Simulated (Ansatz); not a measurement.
`[BH2][Zn][NH2]` + `[OH][Ga]([Cl])[O][SiH3]` → `B[O][Ga]([Cl])[O][SiH3]` + `[NH2][ZnH]`  (cleavage of the B–Zn bond)

Gas-phase electronic energies from Ansatz, PBE0-D4/def2-TZVP geometries. CCSD(T)/CBS adds triple-zeta CCSD(T) − MP2 to the extrapolated MP2 energy (def2 sets, frozen cores). DFT in def2-TZVPP. For Ga, Zn outer-core shells are correlated without core-valence functions, which leaves a few kJ/mol of doubt a bond. Scalar relativity is left out up to krypton. One conformer a species, not always the lowest.

| level | ΔE (kJ/mol) |
| --- | --- |
| r2SCAN-D4 | -149.2 |
| PBE0-D4 | -148.5 |
| HF/def2-QZVPP | -166.0 |
| HF/CBS(def2) | -166.0 |

(1) What does CCSD(T)/CBS give? (An estimate is asked.)

Largest T1 diagnostic among the species: 0.016.

## Answers

(1) Computed: -148.6 kJ/mol. The listed levels differ from it by -0.6, 0.1, -17.4, -17.4 kJ/mol.

From PBE to PBE0 (25 % exact exchange), in def2-TZVPP and without D4, ΔE moves by −7.0 kJ/mol. The D4 term adds −5.4 kJ/mol with B3LYP and −3.1 kJ/mol with PBE0; it sums over pairs of atoms, weighted by their polarisabilities, and B3LYP, whose exchange is more repulsive, gets the larger term. In def2-TZVPP, CCSD(T) changes the Hartree–Fock value by +10.5 kJ/mol (the triples alone add −0.1 kJ/mol) and MP2 by +9.7 kJ/mol.

B3LYP here is the variant with VWN-RPA as its local correlation; programs differ in this.
